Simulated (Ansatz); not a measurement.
# Errors in the atomisation enthalpy at 298 K

8 molecules holding Si, Ge, B, Al, Ga, P or As; the atomisation enthalpy at 298 K in kJ/mol, computed less measured. Shapes, held fixed at every level: PBE0-D4/def2-TZVP. Thermal terms are harmonic and unscaled (PBE0-D4/def2-TZVP); the spin-orbit lowering of the free atoms is taken from their spectra. Programs: Ansatz 0.2.0. Measured values: CRC Handbook of Chemistry and Physics, NIST-JANAF tables.

Levels: A = HF/def2-SVP; B = BHLYP-D4/def2-TZVPP; C = MP2/def2-SVP.

| molecule | from tabulated heats | A | B | C |
| --- | --- | --- | --- | --- |
| HBS (hydrogen boron sulfide) | 1015 | -251 | -31 | -19 |
| BI3 (boron triiodide) | 819 | -285 | -17 | +23 |
| B(OH)F2 (difluorohydroxyborane) | 2280 | -565 | -105 | +7 |
| SiBr4 (SMILES Br[Si](Br)(Br)Br) | 1313 | -452 | -73 | -86 |
| GeH4 (germane) | 1153 | -280 | +10 | -76 |
| GeI4 (germanium tetraiodide) | 856 | -417 | -40 | -65 |
| PF5 (pentafluorophosphorane) | 2308 | -979 | -199 | -211 |
| Si(SiF3)F3 (hexafluorodisilane) | 3760 | -1180 | -258 | -240 |

(1) Which level does best on this set, which worst, and which err to one side?

Answers

(1) 
```
              level                 kind  mean error  mean absolute error  worst case
        HF/def2-SVP         Hartree–Fock      -551.1                551.1  Si(SiF3)F3
BHLYP-D4/def2-TZVPP        global hybrid       -89.1                 91.6  Si(SiF3)F3
       MP2/def2-SVP  perturbation theory       -83.4                 90.9  Si(SiF3)F3
```

On this set MP2/def2-SVP has the smallest mean absolute error and HF/def2-SVP the largest. HF/def2-SVP is too low in 8 of 8; BHLYP-D4/def2-TZVPP is too low in 7 of 8; MP2/def2-SVP is too low in 6 of 8. The heats of SiBr4, GeI4, PF5, Si(SiF3)F3 come from older tables and can be uncertain by 10 kJ/mol or more. The molecules' own spin-orbit binding is left out, so errors for heavy halides read too negative. Heats of the atoms come from ATcT where it has them, that of boron, 570 kJ/mol, from recent work. The levels differ in basis as well as in method. With so many references in doubt the order of the levels isn't settled. The tabulated values of HBS, BI3, B(OH)F2 are in doubt (older tables, estimates, or at odds with other calculations) and kept here. Over the 5 molecules whose values aren't doubted the mean absolute errors are A 661.6; B 116.0; C 135.6. The smallest two are near a tie. For HF/def2-SVP and BHLYP-D4/def2-TZVPP the error tends to grow with the atomisation enthalpy. Hartree–Fock lacks correlation and underbinds. Correlated wave functions converge slowly with the basis. For atoms past krypton def2 sets carry core potentials with scalar relativity. Relativity is left out for Br, Ge. Outer-core shells of Br, Ge, I are correlated, in sets that cover them unevenly. The set is small.
